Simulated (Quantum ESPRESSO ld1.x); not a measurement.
Question: All-electron atom: Gd33+ in [Ar] 3d10 4s2 4p1. Calculated with ld1.x of Quantum ESPRESSO 7.5: scalar-relativistic Kohn-Sham, LDA (Slater exchange, Perdew-Wang correlation), spin-polarised, spherical densities, point nucleus; open shells are filled with parallel spins first. Some entries of the table are withheld. Estimate them.

| orbital | occ. | eigenvalue (eV) | <1/r> (bohr^-1) |
|---|---|---|---|
| 1s up | 1 | -51361.7 | 71.61 |
| 1s down | 1 | -51360.9 | 71.61 |
| 2s up | 1 | -9546.55 | 16.64 |
| 2s down | 1 | -9546.03 | 16.64 |
| 2p up | 3 | -8643.85 | 15.54 |
| 2p down | 3 | -8643.14 | 15.54 |
| 3s up | 1 | -3045.94 | 6.197 |
| 3s down | 1 | -3045.05 | 6.198 |
| 3p up | 3 | (1) | (2) |
| 3p down | 3 | (3) | (4) |
| 3d up | 5 | -2404.24 | 5.554 |
| 3d down | 5 | -2403.35 | 5.556 |
| 4s up | 1 | -1425.48 | 2.983 |
| 4s down | 1 | -1421.02 | 2.985 |
| 4p up | 1 | (5) | 2.831 |
| 4p down | 0 | (6) | 2.832 |

Answer: 
(1) 3p up eigenvalue (eV): -2765.64
(2) 3p up <1/r> (bohr^-1): 5.841
(3) 3p down eigenvalue (eV): -2764.67
(4) 3p down <1/r> (bohr^-1): 5.843
(5) 4p up eigenvalue (eV): -1320.05
(6) 4p down eigenvalue (eV): -1315.59
